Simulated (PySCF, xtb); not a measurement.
B(F)(OH)(OEt) (C2H6BFO2), SMILES CCOB(O)F.

xtb with GFN2-xTB at its own geometry gives an orbital gap of 7.96 eV and a dipole moment of 2.38 D.

Geometry optimised at PBE0-D3(BJ)/def2-SVP. The values are those of a single conformer.

Task: What does CAM-B3LYP/def2-TZVP run with PySCF give? (Estimate from the structure and the level; the computed values follow.)

Result: gap 11.59 eV (levels -10.22 and 1.38 eV), dipole 1.83 D.
